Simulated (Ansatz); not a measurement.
Basis-set extrapolation for CH7NSSi2 (`N=C([SiH3])S[SiH3]`) (PBE0-D4/def2-TZVP geometry, frozen core, Ansatz). Multiplicity 1, RHF reference.

|  | def2-TZVPP | def2-QZVPP |
| --- | --- | --- |
| HF | -1071.848870 | -1071.882424 |
| MP2 correlation | -0.791533 | -0.850409 |
| CCSD(T) correlation | -0.892495 | not run |

Energies in hartree. Use E(X) = E(∞) + A·exp(−7.88·√X) for Hartree–Fock and E(X) = E(∞) + B·X^(−2.97) for correlation, with X = 3 and 4, and add CCSD(T) minus MP2 of the smaller set to the MP2 limit.

**Question.** What is the CCSD(T) energy at the basis-set limit?

**Answer.** HF limit: -1071.882424 + (-0.033554) × 0.13774 = -1071.88705. MP2 limit: -0.850409 + (-0.058876) × 0.74074 = -0.89402. Higher-order term: -0.892495 − (-0.791533) = -0.10096. Total: -1072.88203 hartree, 369.3 kJ/mol below CCSD(T)/def2-TZVPP.
